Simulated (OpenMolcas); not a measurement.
**Mo²⁺: the spin-orbit constant, worked from levels**

```json
{
  "Program": "OpenMolcas 26.06",
  "Basis": "ANO-RCC-VTZP [7s6p4d2f1g]",
  "Scalar Hamiltonian": "DKH2, point nucleus",
  "Active space": "4 electrons in 5 orbitals (4d)",
  "State averaging": "2S+1 = 5 even, 5 roots; 2S+1 = 3 even, 45 roots; 2S+1 = 1 even, 50 roots",
  "Spin-orbit coupling": "RASSI with atomic mean-field integrals over the reference wave functions, term energies averaged over their components"
}
```

Methods: CASSCF; MS-CASPT2, IPEA 0.25 Eh, imaginary shift 0.1 Eh (closed shells correlated: 4s 4p). Measured levels: Sugar and Musgrove, J. Phys. Chem. Ref. Data 17, 155 (1988).

**The spin-orbit constant.** For the Hund term ⁵D of d4, E(J) = (A/2) J(J+1) + constant and ζ = 2S·A = 4A. From J = 0 to J = 4 the energy changes by 10 A.

| Source | E(4) - E(0) | A | ζ |
| --- | --- | --- | --- |
| CASSCF | 1814.3 | 181.4 | 726 |
| MS-CASPT2 | 1843.1 | 184.3 | 737 |
| measured | 1872.3 | 187.2 | 749 |

All in cm-1. MS-CASPT2 is off by -1.6 % and CASSCF by -3.1 %. Both methods take the spin-orbit matrix elements from the reference wave functions, so the second can move ζ only through the term energies and any multistate remixing. Second-order mixing with other terms is absorbed into this ζ.

CASPT2 breaks the degeneracy within a term, and the mean is taken; among the terms shown or strongly mixed into the levels shown the widest spread is 15 cm-1 (4d⁴ ⁵D, MS-CASPT2). Levels of configurations with an s electron are missing; early in the row they begin among the upper levels of the d shell and mix with terms of their name. Without dynamic correlation excited terms often stand tens of per cent too high (terms of higher spin than the ground term too low), and those without a measured partner can miss by more than the paired ones (holds for CASSCF). Measured partners are found by configuration, term and J. A level has none where our copy of the source lacks it or the pairing is in doubt (some pairs that miss far off the trend of their configuration count as doubtful), and it then counts in no deviation. Only configurations of the active space appear.
